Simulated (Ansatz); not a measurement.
Calculated with Ansatz (gas phase, PBE0-D4/def2-TZVP geometries, no zero-point term in ΔE). CCSD(T)/CBS adds triple-zeta CCSD(T) − MP2 to the extrapolated MP2 energy (def2 sets, frozen cores). DFT in def2-TZVPP. B3LYP here is the variant with VWN-RPA as its local correlation; programs differ in this. For Zn outer-core shells are correlated without core-valence functions, which leaves a few kJ/mol of doubt a bond. Scalar relativity is left out up to krypton. Each species was taken in one conformer, which may not be the lowest.

`N[CH2][Zn][SiH3]` + `O[SiH2][SiH](Cl)Cl` → `O[SiH2][Zn][SiH3]` + `NC[SiH](Cl)Cl`  (redistribution)

(1) Is it downhill or uphill in electronic energy at CCSD(T)/CBS, and by how much? (An estimate is asked.)

(2) What do these levels give: PBE-D4, r2SCAN-D4, PBE0-D4, B3LYP-D4, PBE0, B3LYP, MP2/def2-TZVPP, SCS-MP2/def2-TZVPP, CCSD/def2-TZVPP, HF/def2-QZVPP, HF/CBS(def2), MP2/CBS(def2)? (An estimate is asked.)

Largest T1 diagnostic among the species: 0.014.

Answers

(1) Ansatz gave: Downhill: ΔE = -53.6 kJ/mol.

(2) The calculation gave: PBE-D4 -48.3, r2SCAN-D4 -52.4, PBE0-D4 -54.8, B3LYP-D4 -52.8, PBE0 -54.3, B3LYP -51.8, MP2/def2-TZVPP -51.6, SCS-MP2/def2-TZVPP -51.8, CCSD/def2-TZVPP -54.5, HF/def2-QZVPP -64.2, HF/CBS(def2) -64.0, MP2/CBS(def2) -52.7 kJ/mol.

In def2-TZVPP, CCSD(T) changes the Hartree–Fock value by +12.6 kJ/mol (the triples alone add +2.0 kJ/mol) and MP2 by +13.5 kJ/mol. From PBE to PBE0 (25 % exact exchange), in def2-TZVPP and without D4, ΔE moves by −6.7 kJ/mol.
